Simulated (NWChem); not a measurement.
CH3ClFeN2, quintet; SMILES [NH]1C=[NH]->[Fe]1[Cl]

```xyz
8

Fe     0.0040    -0.1408     0.0000
Cl    -0.0029    -2.3125     0.0000
C     -0.0055     2.2680     0.0000
N      0.0004     1.5623    -1.1153
N      0.0004     1.5623     1.1153
H     -0.0147     3.3729     0.0000
H     -0.0066     2.0611    -1.9951
H     -0.0066     2.0611     1.9951
```
Atoms are numbered in this order, from 1.

Program: NWChem. Spin-unrestricted. Geometry: optimised at PBE0/def2-SVP, spin-unrestricted. No frequency run checked for a minimum. This spin state was assumed; another may lie lower. No stability test was run on the SCF state.

Problem. Estimate the computed values for PBE/pcseg-1. Quantities: highest occupied level (eV); lowest empty minus highest occupied level, either spin (eV); dipole (D); <S²>.

Solution. 
```json
{
 "highest occupied level (eV)": "-4.69",
 "lowest empty minus highest occupied level, either spin (eV)": "0.55",
 "dipole (D)": "5.54",
 "<S²>": "6.01"
}
```
